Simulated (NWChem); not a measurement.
System: SiH4S3; SMILES S[SiH](S)S

The following NWChem deck was run.

```
start job
memory heap 200 mb stack 900 mb global 1100 mb
geometry units angstroms noautosym nocenter noautoz
  Si     0.000000     0.000000    -0.225717
  S     -1.991210     0.200556     0.527774
  S      1.169291     1.624161     0.527774
  S      0.821919    -1.824716     0.527774
  H      0.000000     0.000000    -1.717427
  H     -2.298565     1.250324    -0.269464
  H      2.232095     1.365454    -0.269464
  H      0.066470    -2.615778    -0.269464
end
basis spherical
  * library def2-svp
end
dft
  xc xcamb88 1.00 lyp 0.81 vwn_5 0.19 hfexch 1.00
  cam 0.33 cam_alpha 0.19 cam_beta 0.46
  iterations 150
  vectors input atomic output neutral.movecs
end
task dft energy
charge 1
dft
  odft
  mult 2
  vectors input atomic output cation.movecs
end
task dft energy
```

Geometry: optimised at PBE0/def2-SVP.

Ions are spin-unrestricted doublets at the neutral geometry; other ion states weren't tried.

### Question
What results follow from this input? (CAM-B3LYP/def2-SVP, vertical spin-unrestricted ions.) Quantities: vertical ionisation energy, ΔSCF (eV); −ε(HOMO) (eV).

### Answer
```json
{
  "vertical ionisation energy, ΔSCF (eV)": "9.64",
  "−ε(HOMO) (eV)": "8.72"
}
```
